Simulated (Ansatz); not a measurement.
Cost and result for the atomization energy of Ge₂H₁₂Si₄ (`[SiH2]1[SiH2][GeH2][SiH2][SiH2][GeH2]1`) (18 atoms, 18 bonds).

Z-matrix (Å, degrees):
```
Si
Ge 1 2.387
Si 1 2.334 2 108.0
H 1 1.490 2 108.7 3 117.8
H 1 1.489 2 110.4 3 -123.5
Si 2 2.388 1 110.8 3 -34.4
H 2 1.541 1 109.7 3 -155.3
H 2 1.541 1 109.4 3 86.6
Ge 3 2.388 1 108.0 2 71.0
H 3 1.490 1 108.7 2 -46.8
H 3 1.489 1 112.6 2 -166.8
Si 6 2.334 2 108.0 1 -34.1
H 6 1.490 2 108.7 1 83.7
H 6 1.489 2 110.4 1 -157.6
H 9 1.541 3 109.7 1 -155.1
H 9 1.541 3 109.4 1 86.8
H 12 1.489 6 112.6 2 -167.0
H 12 1.490 6 108.7 2 -47.0
```

The species carries charge 0 and has multiplicity 1. Correlated methods include outer-core shells of Ge, which these sets cover unevenly. Scalar relativity is left out up to krypton. Geometry: relaxed with PBE0-D4/def2-TZVP. Program: Ansatz. All runs use 6 threads of an AMD EPYC 7R13 on a shared host and a share of an NVIDIA H100 80 GB. Times are those of one run each, without the atoms' runs, and a repeat can differ threefold. Electronic energies, without spin–orbit coupling; frozen cores. CCSD(T)/CBS adds CCSD(T) − MP2 in def2-TZVPP to the MP2 limit, and its time is that of the two runs behind it. T1 = 0.013. With those shells the extrapolation isn't a true limit. B3LYP takes the VWN-RPA correlation (the form of Gaussian; ORCA's B3LYP/G). HSE06 is the plane-wave form, built on full-range PBE exchange.

CCSD(T)/CBS is a level of theory with its own doubt, some kJ/mol a heavy atom from the limit and from the frozen cores, so smaller differences don't rank the functionals.

| level | functions | atomization (kJ/mol) | difference from CCSD(T)/CBS | per bond |
| --- | --- | --- | --- | --- |
| B3LYP-D4/def2-TZVPP (with forces) | 432 | 5129.6 | -48.2 | -2.7 |
| HSE06-D4/def2-TZVPP | 432 | 5110.2 | -67.6 | -3.8 |
| ωB97X-V/def2-TZVPP | 432 | 5223.6 | 45.8 | 2.5 |
| PBE0-D4/def2-TZVPP | 432 | 5110.7 | -67.1 | -3.7 |
| ωB97M-V/def2-TZVPP (with forces) | 432 | 5123.5 | -54.3 | -3.0 |
| PBE-D4/def2-TZVPP (with forces) | 432 | 5100.0 | -77.8 | -4.3 |
| CCSD(T)/def2-TZVPP | 432 | 5058.1 | -119.7 | -6.6 |
| B2PLYP/def2-TZVPP | 432 | 5038.9 | -138.9 | -7.7 |
| PBE-QIDH/def2-TZVPP | 432 | 5105.8 | -72.0 | -4.0 |
| MP2/def2-QZVPP | 818 | 5055.0 | -122.8 | -6.8 |
| CCSD(T)/def2-SVP | 196 | 4796.3 | -381.5 | -21.2 |
| CCSD(T)/CBS(def2) | – | 5177.8 | 0.0 | 0.0 |
| B97M-V/def2-TZVPP | 432 | 5223.5 | 45.7 | 2.5 |

Problem. Order the runs by time, with rough figures. (Best estimate.)

Solution. Computed: PBE0-D4/def2-TZVPP 1.6 s; PBE-D4/def2-TZVPP (with forces) 1.8 s; B97M-V/def2-TZVPP 2 s; B3LYP-D4/def2-TZVPP (with forces) 2.4 s; CCSD(T)/def2-SVP 2.6 s; B2PLYP/def2-TZVPP 2.9 s; HSE06-D4/def2-TZVPP 3 s; PBE-QIDH/def2-TZVPP 3 s; ωB97X-V/def2-TZVPP 4 s; ωB97M-V/def2-TZVPP (with forces) 4.7 s; MP2/def2-QZVPP 8.5 s; CCSD(T)/def2-TZVPP 21 s; CCSD(T)/CBS(def2) 30 s.

At CCSD(T), def2-SVP lies −381.5 kJ/mol from the extrapolated value and def2-TZVPP −119.7 kJ/mol: correlation converges slowly with the basis, and small sets miss more of it in the bonded molecule than in its fragments. From r2SCAN to r2SCAN0 (25 % exact exchange), in def2-TZVPP and without D4, the atomization energy moves by −30.0 kJ/mol: exact exchange takes away binding that semilocal exchange gives to molecules. The D4 term adds +106.6 kJ/mol with B3LYP and +57.8 kJ/mol with PBE0; it sums over pairs of atoms, weighted by their polarisabilities, and B3LYP, whose exchange is more repulsive, gets the larger term.
